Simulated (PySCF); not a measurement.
From one molecule to another.

First species: C₃H₁₆Si₄.
Bonds: Si1–C2, C2–Si3, Si3–C4, C4–Si5, Si5–C6, C6–Si7. Hydrogens: H8, H9, H10 on Si1; H11, H12 on C2; H13, H14 on Si3; H15, H16 on C4; H17, H18 on Si5; H19, H20 on C6; H21, H22, H23 on Si7.

Second species: C₃H₁₆Si₄.
InChI=1S/C3H16Si4/c1-2-3-6-7(4)5/h7H,2-3,6H2,1,4-5H3

Levels: wB97X-D/def2-SVPD for dipole moment, HOMO energy, LUMO energy, HOMO–LUMO gap, static isotropic polarisability and electronic spatial extent ⟨r²⟩ about the centre of nuclear charge; TDDFT wB97X-D/def2-SVPD for lowest singlet excitation; TDA wB97X-D/def2-SVPD for lowest triplet excitation (Tamm–Dancoff); ΔSCF wB97X-D/def2-SVPD for vertical ionisation energy; PBE0-D3(BJ)/def2-SVP for rotational constant A and rotational constant C. Geometries: PBE0-D3(BJ)/def2-SVP. Each structure is a single optimised conformer of the isolated species, non-relativistic unless stated; the electronic structure was computed with PySCF and density fitting.

The conformers computed, where there is a choice (atom-mapped SMILES and torsion angles):
- `[SiH3:1][CH2:2][SiH2:3][CH2:4][SiH2:5][CH2:6][SiH3:7]`: Si1–C2–Si3–C4 58°, C2–Si3–C4–Si5 179°, Si3–C4–Si5–C6 -63°, C4–Si5–C6–Si7 -177°
- `[CH3:1][CH2:2][CH2:3][SiH2:4][SiH:5]([SiH3:6])[SiH3:7]`: C1–C2–C3–Si4 179°, C2–C3–Si4–Si5 -179°, C3–Si4–Si5–Si6 61°

Values for the first species:

| Item | Value |
| --- | --- |
| Dipole moment | 1.75 D |
| HOMO energy | -10.21 eV |
| LUMO energy | 1.83 eV |
| HOMO–LUMO gap | 12.04 eV |
| Lowest singlet excitation | 8.01 eV |
| Lowest triplet excitation (Tamm–Dancoff) | 7.70 eV |
| Static isotropic polarisability | 147.1 au |
| Vertical ionisation energy | 10.21 eV |
| Electronic spatial extent ⟨r²⟩ about the centre of nuclear charge | 3402 bohr² |
| Rotational constant A | 3.966 GHz |
| Rotational constant C | 0.324 GHz |

Question: Estimate the same properties for the second species, and the change in each.

Answer: 
```
                                                         property       first      second  second less first
                                                    dipole moment      1.75 D      1.08 D            -0.67 D
                                                      HOMO energy   -10.21 eV    -9.42 eV           +0.79 eV
                                                      LUMO energy     1.83 eV     1.45 eV           -0.38 eV
                                                    HOMO–LUMO gap    12.04 eV    10.87 eV           -1.17 eV
                                        lowest singlet excitation     8.01 eV     6.64 eV           -1.37 eV
                         lowest triplet excitation (Tamm–Dancoff)     7.70 eV     6.03 eV           -1.67 eV
                                  static isotropic polarisability    147.1 au    161.0 au           +13.9 au
                                       vertical ionisation energy    10.21 eV     9.35 eV           -0.86 eV
electronic spatial extent ⟨r²⟩ about the centre of nuclear charge  3402 bohr²  2945 bohr²         -457 bohr²
                                            rotational constant A   3.966 GHz   1.784 GHz         -2.182 GHz
                                            rotational constant C   0.324 GHz   0.392 GHz         +0.068 GHz
```

On the first: The 10 singlets span 8.01 to 8.67 eV, and their oscillator strengths add up to 0.42. No computed singlet falls in the visible range (750 to 380 nm, 1.65 to 3.26 eV); S1 lies 4.75 eV above its blue end.

On the second: A dipole of 1.08 D is allowed in C1, and pure rotational transitions are dipole-allowed. The ΔSCF ionisation energy falls short of −ε(HOMO) by 0.07 eV with wB97X-D.
